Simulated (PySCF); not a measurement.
SMILES C(=Cc1cccs1)c1ccccn1, GFN2-xTB optimised geometry.

```
22

C      0.14    -0.58     0.00
C     -0.58     0.56     0.00
C     -2.00     0.64     0.00
C     -2.77     1.78     0.00
C     -4.15     1.52     0.00
C     -4.43     0.19     0.00
S     -3.01    -0.78     0.00
C      1.58    -0.61     0.00
C      2.26    -1.84     0.00
C      3.64    -1.84     0.00
C      4.31    -0.62     0.00
C      3.55     0.54     0.00
N      2.24     0.55     0.00
H     -0.37    -1.53     0.00
H     -0.04     1.50     0.00
H     -2.35     2.77     0.00
H     -4.91     2.28     0.00
H     -5.39    -0.29     0.00
H      1.71    -2.76     0.00
H      4.19    -2.77     0.00
H      5.39    -0.57     0.00
H      4.03     1.52     0.00
```

Density from PBE0/def2-SVP in PySCF 2.14.0 at that geometry.

Minimum of the electron density along straight lines between bonded atoms, close to the bond critical point (lines longer than 1.1 times the sum of covalent radii, or with two minima, are not listed):

```tsv
bond	length / Å	ρ at the minimum / e bohr⁻³	∇²ρ there / e bohr⁻⁵	position (fraction from the first atom)
C1–C2	1.344	0.333	-0.87	0.50
C2–C3	1.427	0.288	-0.72	0.49
C3–C4	1.373	0.316	-0.79	0.51
C4–C5	1.406	0.299	-0.74	0.50
C5–C6	1.360	0.322	-0.82	0.49
C3–S7	1.745	0.207	-0.42	0.46
C6–S7	1.716	0.217	-0.48	0.47
C1–C8	1.447	0.283	-0.71	0.50
C8–C9	1.401	0.306	-0.78	0.50
C9–C10	1.381	0.314	-0.81	0.50
C10–C11	1.387	0.310	-0.79	0.50
C11–C12	1.388	0.312	-0.81	0.50
C8–N13	1.336	0.343	-1.06	0.36
C12–N13	1.316	0.354	-0.96	0.35
C1–H14	1.082	0.281	-1.05	0.63
C2–H15	1.082	0.285	-1.12	0.65
C4–H16	1.075	0.284	-1.09	0.63
C5–H17	1.076	0.284	-1.09	0.63
C6–H18	1.072	0.286	-1.12	0.64
C9–H19	1.080	0.283	-1.08	0.63
C10–H20	1.081	0.284	-1.09	0.63
C11–H21	1.079	0.283	-1.08	0.63
C12–H22	1.083	0.287	-1.12	0.64
```
